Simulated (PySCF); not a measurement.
PySCF input for CH2ClNOSi, SMILES O=C=N[SiH2]Cl, KT2/pcSseg-1. Coordinates come from a PBE0-D3(BJ)/def2-SVP optimisation. The values are those of a single conformer.

```python
import numpy as np
from pyscf import gto, scf, dft
from pyscf.prop.nmr import rks as nmr

mol = gto.M(
    atom='''
    Si   -0.88698433   -0.68181897    0.00000000
    Cl    0.77286089   -1.90222291    0.00000000
    N    -0.39508596    0.95557541   -0.00000000
    C     0.11332663    2.04147171   -0.00000000
    O     0.58815128    3.10535928    0.00000000
    H    -1.67021143   -0.94873865    1.23066707
    H    -1.67021142   -0.94873865   -1.23066707
    ''',
    basis='pcSseg-1',
    charge=0,
    spin=0,
    max_memory=1600,
    verbose=3,
)
mf = dft.RKS(mol, xc='kt2')
mf.grids.level = 3
mf.conv_tol = 1e-10
mf.max_cycle = 100
mf.kernel()
n = nmr.NMR(mf)
n.verbose = 2
n.max_cycle_cphf = 60
sigma = n.kernel()
print('atom   isotropic/ppm   span/ppm')
for i, s in enumerate(sigma):
    w = np.linalg.eigvalsh((s + s.T) / 2)
    print(f'{mol.atom_symbol(i):2s}{i + 1:3d} {w.mean():14.3f} {w[2] - w[0]:11.3f}')
```

Output:

```
converged SCF energy = -927.599701185141
atom   isotropic/ppm   span/ppm
Si  1        401.009      41.667
Cl  2        894.923     276.714
N   3        217.944     166.935
C   4         65.150     307.939
O   5        184.000     263.134
H   6         25.671       9.618
H   7         25.671       9.618
```

The run converged.

Cost: around 18 core-seconds (rough).
